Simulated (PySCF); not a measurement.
Compound: C8H8S.
Geometry (PBE0-D3(BJ)/def2-SVP, Å), atoms numbered from 1 in this order:
```
atom  x, y, z in Å
C1     1.9741    0.3479    0.4217
C2     1.0893    0.2769   -0.7834
S3     1.6353    0.5156   -2.3137
C4    -0.3001   -0.0191   -0.5230
C5    -1.1746   -0.2994    0.7191
C6    -2.0802   -1.1797   -0.1146
C7    -2.3731    0.2950    0.0117
C8    -1.5239    0.5595   -1.2531
C9    -1.2359   -0.8913   -1.3773
H10    3.0091    0.5713    0.1380
H11    1.9387   -0.6075    0.9730
H12    1.6051    1.1230    1.1155
H13   -0.9491   -0.3456    1.7853
H14   -2.6752   -2.0422    0.1874
H15   -3.2415    0.8044    0.4306
H16   -1.4802    1.3533   -1.9999
H17   -0.9172   -1.4754   -2.2416
```

The calculation used PBE0-D3(BJ)/def2-SVP geometry optimisation, gas phase (PySCF).

Take the most abundant isotopes and a rigid rotor. The values belong to one conformer with, in the numbering `[CH3:1][C:2](=[S:3])[C@@:4]12[C@@H:5]3[C@H:6]4[C@@H:7]3[C@@H:8]1[C@@H:9]24`, C1–C2–C4–C5 0°.

(1) Give the principal moments of inertia and the rotational constants in MHz.

(2) Classify the top.

(3) Is it planar, by Δ = Ic − Ia − Ib?

(4) Give the other two planar moments, Paa and Pbb, and the rms extents of the mass along the axes.

(5) Which lines would a microwave search look for?

(6) Estimate the classical rotational partition function at 200 K, 298.15 K and 500 K.

Results:

(1) Ia = 161.76, Ib = 454.07, Ic = 541.92 u·Å²; 505379 MHz·u·Å²/I gives A = 3124, B = 1113, C = 932.6 MHz.

(2) An asymmetric top. Ray's parameter κ = (2B − A − C)/(A − C) = -0.835; −1 is the prolate and +1 the oblate limit.

(3) Not planar: Δ = Ic − Ia − Ib = -73.90 u·Å². For a rigid frame Δ = −2 Σ m c², so Σ m c² = 36.95 u·Å² lies off the ab plane: 10.07 from hydrogen and 26.88 from heavier atoms. The atom farthest from that plane is 1.46 Å away.

(4) Paa = Σ m a² = (Ib + Ic − Ia)/2 = 417.12 and Pbb = Σ m b² = (Ia + Ic − Ib)/2 = 124.80 u·Å². With the mass M = 136.03 u, the rms extents √(P/M) along a, b and c are 1.75, 0.96, 0.52 Å.

(5) The dipole components are |μa| = 3.07 D, |μb| = 1.83 D, |μc| = 0.00 D; the mirror of this Cs structure is the ab plane, so μc vanishes by symmetry and there are no c-type lines. The squared components, which scale the intensities, stand as 1.00 : 0.36 (a : b). Some lines, for components of 0.1 D or more:

```json
{"type": "b", "branch": "R", "J(Ka,Kc)": "3(1,2) ← 2(2,1)", "MHz": "366", "lower level (cm⁻¹)": "0.485"}
{"type": "a", "branch": "Q", "J(Ka,Kc)": "2(1,1) ← 2(1,2)", "MHz": "541", "lower level (cm⁻¹)": "0.266"}
{"type": "b", "branch": "R", "J(Ka,Kc)": "2(0,2) ← 1(1,1)", "MHz": "2068", "lower level (cm⁻¹)": "0.135"}
{"type": "b", "branch": "Q", "J(Ka,Kc)": "1(1,0) ← 1(0,1)", "MHz": "2192", "lower level (cm⁻¹)": "0.068"}
{"type": "a", "branch": "R", "J(Ka,Kc)": "2(0,2) ← 1(0,1)", "MHz": "4080", "lower level (cm⁻¹)": "0.068"}
{"type": "b", "branch": "R", "J(Ka,Kc)": "3(0,3) ← 2(1,2)", "MHz": "4248", "lower level (cm⁻¹)": "0.266"}
{"type": "a", "branch": "R", "J(Ka,Kc)": "2(1,1) ← 1(1,0)", "MHz": "4272", "lower level (cm⁻¹)": "0.141"}
{"type": "b", "branch": "Q", "J(Ka,Kc)": "3(2,1) ← 3(1,2)", "MHz": "5829", "lower level (cm⁻¹)": "0.497"}
{"type": "b", "branch": "R", "J(Ka,Kc)": "2(2,1) ← 1(1,0)", "MHz": "10306", "lower level (cm⁻¹)": "0.141"}
{"type": "b", "branch": "Q", "J(Ka,Kc)": "3(3,0) ← 3(2,1)", "MHz": "10458", "lower level (cm⁻¹)": "0.692"}
{"type": "b", "branch": "R", "J(Ka,Kc)": "3(2,2) ← 2(1,1)", "MHz": "12171", "lower level (cm⁻¹)": "0.284"}
{"type": "b", "branch": "R", "J(Ka,Kc)": "3(2,1) ← 2(1,2)", "MHz": "12770", "lower level (cm⁻¹)": "0.266"}
{"type": "b", "branch": "R", "J(Ka,Kc)": "3(3,1) ← 2(2,0)", "MHz": "16640", "lower level (cm⁻¹)": "0.485"}
{"type": "b", "branch": "R", "J(Ka,Kc)": "3(3,0) ← 2(2,1)", "MHz": "16652", "lower level (cm⁻¹)": "0.485"}
```

(6) Point group Cs, symmetry number σ = 1; q = (√π/σ)·√((kT/h)³/(ABC)), k/h = 20836.6 MHz/K: 265000 at 200 K, 482000 at 298.15 K, 1050000 at 500 K.

Whether it is a minimum is left open (no frequencies). Zero-point vibration and centrifugal distortion are left out. A rigid rotor knows nothing of internal rotation, which can split or shift real lines.
